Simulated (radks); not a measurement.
The numbers below are computed, except where a source is named.
The molybdenum ion Mo+, 41 electrons, occupied as [Kr] 4d5. Code: a radial shooting solver on a logarithmic mesh with Libxc functionals. Model: scalar-relativistic Kohn-Sham, revPBE, spin-polarised, spherical densities, point nucleus; open shells are filled with parallel spins first (spin-orbit coupling, left out, can overturn this in heavy ions).

Unscreened Slater integrals over Kohn-Sham orbitals (cm^-1). They are taken over the spin-up orbitals. Empty in this configuration: 5s.

integral,value
"F0(4d,4d)",107550
"F2(4d,4d)",52709
"F4(4d,4d)",33969
"F0(4d,4p)",126420
"F2(4d,4p)",59339
"G1(4d,4p)",72510
"G3(4d,4p)",43833
"F0(4d,4s)",130570
"G2(4d,4s)",50552
"F0(4d,3d)",148390
"F2(4d,3d)",23736
"F4(4d,3d)",9849.9
"G0(4d,3d)",7378.1
"G2(4d,3d)",8222.6
"G4(4d,3d)",6166.7
"F0(4d,5s)",73365
"G2(4d,5s)",17092
"F0(4p,4p)",158840
"F2(4p,4p)",83377
"F0(4p,4s)",167250
"G1(4p,4s)",113110
"F0(4p,3d)",206420
"F2(4p,3d)",46609
"G1(4p,3d)",14809
"G3(4p,3d)",14265
"F0(4p,5s)",77865
"G1(4p,5s)",5409.3
"F0(4s,4s)",177300
"F0(4s,3d)",226280
"G2(4s,3d)",18253
"F0(4s,5s)",78720
"G0(4s,5s)",3412.3
"F0(3d,3d)",481530
"F2(3d,3d)",237110
"F4(3d,3d)",150630
"F0(3d,5s)",83438
"G2(3d,5s)",1764.9
"F0(5s,5s)",61717

Derived for the open shells (J is the average intra-shell exchange parameter used in DFT+U). 4d: Racah B = F2/49 - 5 F4/441 = 690.5 cm^-1, C = 35 F4/441 = 2696 cm^-1, C/B = 3.90, F4/F2 = 0.644, J = (F2 + F4)/14 = 6191 cm^-1.
